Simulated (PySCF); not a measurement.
**Static response to an electric field**

Compound: C4H11NOSi.
Numbering: `[OH:1][Si@H:2]1[CH2:3][CH2:4][CH2:5][NH:6][CH2:7]1` (hydrogens: H8 on O1; H9 on Si2; H10, H11 on C3; H12, H13 on C4; H14, H15 on C5; H16 on N6; H17, H18 on C7)

Cartesian coordinates in Å at the GFN2-xTB level; atoms count from 1:
```xyz
18
C4H11NOSi angstrom
O      1.2974   -1.6254    1.3174
Si     0.8997   -1.2004   -0.2085
C     -0.9955   -1.1348   -0.2096
C     -1.4966    0.1579    0.4337
C     -0.8534    1.4076   -0.1836
N      0.5608    1.5785    0.0829
C      1.4097    0.6024   -0.6009
H      2.2046   -1.6704    1.6073
H      1.4588   -2.1444   -1.1797
H     -1.3613   -1.1817   -1.2362
H     -1.4207   -1.9899    0.3161
H     -2.5820    0.2318    0.3241
H     -1.2720    0.1408    1.5036
H     -1.3608    2.2987    0.2014
H     -0.9821    1.3873   -1.2701
H      0.7179    1.5156    1.0853
H      2.4431    0.8243   -0.3242
H      1.3237    0.8083   -1.6705
```

Level: CAM-B3LYP/def2-SVPD (PySCF), static field, nuclei fixed, core orbitals frozen in the response. The polarisability tensor in these axes (au):

```
x   85.52 -3.77 -1.81
y   -3.77 84.81  0.77
z   -1.81  0.77 73.47
```

Give the principal values, the mean and the anisotropy Δα = √{½[(α1 − α2)² + (α2 − α3)² + (α1 − α3)²]}.

Principal values 73.20, 81.42 and 89.17 au; mean 81.26 au = 12.04 Å³ = 13.40 × 10⁻⁴⁰ C²·m²/J; Δα = 13.84 au (17 % of the mean).

What is the dipole moment, and where does it point?

(0.62, -0.56, 0.19) D, 0.85 D in size, pointing from the negative to the positive side. Measured along this direction, the outermost atoms are H14 at the negative end and H8 at the positive end.

Form Σ f/ω² (atomic units) for the 8 lowest TDDFT singlets, given as eV and f, and set it beside the mean polarisability, which is this sum over all singlets: 5.35, 0.0003; 6.01, 0.0037; 6.22, 0.0178; 6.58, 0.0085; 6.71, 0.0433; 6.92, 0.0058; 7.39, 0.0288; 7.54, 0.0118.

They add up to 1.92 au, 2.4 % of the 81.26 au; the largest single term is 0.71 au, from the state at 6.71 eV. Terms in order: 0.01, 0.08, 0.34, 0.15, 0.71, 0.09, 0.39, 0.15 au. Higher excitations give the rest. The strengths listed sum to 0.120.

What molar refraction does this α imply?

Lorentz–Lorenz: R = (4π/3)N_A α = 2.5225 cm³/(mol·Å³) × 12.04 Å³ = 30.4 cm³/mol, in the limit of long wavelengths.

What are the principal values of the traceless quadrupole moment, Θ = ½Σq(3rr − r²1), about the centre of nuclear charge?

-10.83, 0.23, 10.60 D·Å. The values depend on the origin, since the dipole doesn't vanish. The electronic extent ⟨r²⟩ about the same centre is 914 bohr², a root-mean-square distance of 2.00 Å for the 64 electrons.

Geometry: GFN2-xTB, one conformer, isolated molecule.
